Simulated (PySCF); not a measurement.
## Stretching AsF⁺

Set-up: As cc-pVTZ-PP with ECP10, F cc-pVTZ; scalar-relativistic core potentials (PySCF 2.14). Energies in eV from As⁺ + F in their ground configurations at the same level. State: ²Π (doublet), unpaired electrons π ↑.

```csv
R (Å),PBE0
1.430,-3.034
1.497,-3.953
1.563,-4.450
1.613,-4.623
1.663,-4.669
1.713,-4.619
1.779,-4.443
1.863,-4.104
1.962,-3.594
2.095,-2.841
```

Task: Put a parabola through the three lowest points of the PBE0 curve and estimate Re, k and ωe (reduced mass 15.16 u; 1 eV/Å² = 0.16022 mdyn/Å; ωe = 1302.8·√(k/μ) cm⁻¹).

Result: Through R = 1.613, 1.663, 1.713 Å the second-order coefficient is 19.2 eV/Å², so Re ≈ 1.662 Å, k ≈ 6.15 mdyn/Å and ωe ≈ 830 cm⁻¹. A polynomial fit of higher order to the unrounded PBE0 energies gives Re = 1.660 Å, k = 6.26 mdyn/Å, ωe = 838 cm⁻¹; anharmonicity and rounding make the difference.

The higher-order fit for each curve: PBE0: Re = 1.660 Å, ωe = 838 cm⁻¹, De = 4.67 eV.

Spin–orbit coupling is left out. For an ion De counts to the pair picked by the measured ionisation energies or electron affinities, which need not be the lowest pair at this level. The state was picked by a PBE0 search and need not be the measured ground state.
